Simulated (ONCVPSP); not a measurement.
An all-electron radial function and its pseudo partner (Cr (Z = 24))

Columns: radius, all-electron u(r) and pseudo u(r) of the 3s shell (level -73.99 eV) of chromium in the configuration [Ne] 3s2 3p6 3d5 4s1; PBE, scalar-relativistic, ONCV scheme, ONCVPSP 4.0.1.

```csv
r (bohr),all-electron,pseudo
0.072,0.1043,0.1380
0.145,-0.4827,0.2773
0.217,-0.6082,0.4129
0.290,-0.3707,0.5464
0.362,0.0095,0.6715
0.435,0.3986,0.7879
0.507,0.7169,0.8881
0.580,0.9499,0.9709
0.652,1.0927,1.0306
0.725,1.1623,1.0664
0.798,1.1733,1.0767
0.870,1.1425,1.0625
0.942,1.0841,1.0265
1.015,1.0077,0.9717
1.088,0.9223,0.9029
1.160,0.8353,0.8265
1.232,0.7493,0.7463
1.305,0.6660,0.6653
1.378,0.5882,0.5881
1.450,0.5176,0.5175
1.522,0.4535,0.4535
1.595,0.3952,0.3951
1.668,0.3432,0.3432
1.740,0.2978,0.2978
1.812,0.2579,0.2578
1.885,0.2224,0.2224
```

(1) How many radial nodes do the two functions have?

(2) At about which radius was the pseudo-wave matched?

(3) Where does each function peak?

(4) Is the pseudo-wave norm-conserving?

Answers

(1) The all-electron 3s function has n − l − 1 = 2; the pseudo-wave has 0, since the states of the same l below it are removed with the core.

(2) 1.45 bohr, where the columns begin to agree (steps of 0.07 bohr).

(3) Outermost all-electron maximum near 0.80 bohr, pseudo maximum near 0.80 bohr (to the table’s step).

(4) Yes: the ONCV scheme keeps the norm inside the radius equal to the all-electron one, which fixes the energy derivative of the logarithmic derivative at the level.
